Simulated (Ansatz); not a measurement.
`[SiH3]B([SiH3])[SiH3]` + F• → `[SiH2]B([SiH3])[SiH3]`• + H–F  (hydrogen abstraction from the Si–H bond)

Program: Ansatz. Geometries: PBE0-D4/def2-TZVP. ΔE: electronic, gas phase. CCSD(T)/CBS adds triple-zeta CCSD(T) − MP2 to the extrapolated MP2 energy (def2 sets, frozen cores). This one scheme is used for every species, atoms too. Functionals use def2-TZVPP. HSE06 is defined as in plane-wave codes. No spin–orbit coupling; open shells (•) take unrestricted orbitals. Spin–orbit coupling would lower the free atoms: a little for F.

`[SiH3]B([SiH3])[SiH3]`:

```xyz
13

Si   -1.116    1.506    0.733
B    -0.055   -0.009   -0.026
Si   -0.402   -1.909    0.490
Si    1.469    0.396   -1.256
H    -1.126    2.715   -0.136
H    -2.518    1.168    1.098
H    -0.380    1.854    1.989
H     0.055   -2.894   -0.531
H     0.440   -2.100    1.712
H    -1.814   -2.214    0.848
H     2.560   -0.616   -1.239
H     0.822    0.353   -2.605
H     2.065    1.749   -1.077
```

`[SiH2]B([SiH3])[SiH3]`•:

Z-matrix (Å, degrees):
```
Si
B 1 1.997
H 1 1.492 2 110.6
H 1 1.492 2 109.6 3 -118.1
H 1 1.491 2 113.9 3 121.4
Si 2 1.997 1 120.9 3 54.5
Si 2 1.904 1 119.5 3 -125.5
H 6 1.492 2 109.6 1 -63.5
H 6 1.492 2 110.6 1 54.7
H 6 1.491 2 113.9 1 176.0
H 7 1.486 2 125.1 1 -178.8
H 7 1.486 2 125.1 1 1.1
```

H–F:

Cartesian coordinates in Å:
```
F -0.188 0.106 -0.406
H 0.188 -0.106 0.406
```

```csv
level,ΔE (eV)
B97M-V,-2.61
PBE0-D4,-2.68
HSE06-D4,-2.69
CAM-B3LYP-D4,-2.61
B2PLYP,-2.64
PBE0,-2.68
LC-ωPBE,-2.68
CCSD/CBS(def2),-2.60
```

Task: What does CCSD(T)/CBS give? (Estimate.)

Result: The calculation gave: -2.70 eV. The listed levels differ from it by 0.09, 0.02, 0.01, 0.09, 0.06, 0.02, 0.02, 0.10 eV.

Largest T1 diagnostic among the species: 0.016.

At CCSD(T), def2-SVP lies +0.40 eV from the extrapolated value and def2-TZVPP +0.12 eV. From r2SCAN to r2SCAN0 (25 % exact exchange), in def2-TZVPP and without D4, ΔE moves by +0.18 eV. Leaving LDA and LC-ωPBE aside and taking each functional with its dispersion term where it has one, the values, not all of them listed here, spread over 0.69 eV, from PBE-D4 to BHLYP-D4. LDA lies −0.51 eV from PBE without D4.

CCSD(T)/CBS has its own doubt, a few kJ/mol and more with outer-core shells, so smaller differences from it don't rank the levels.
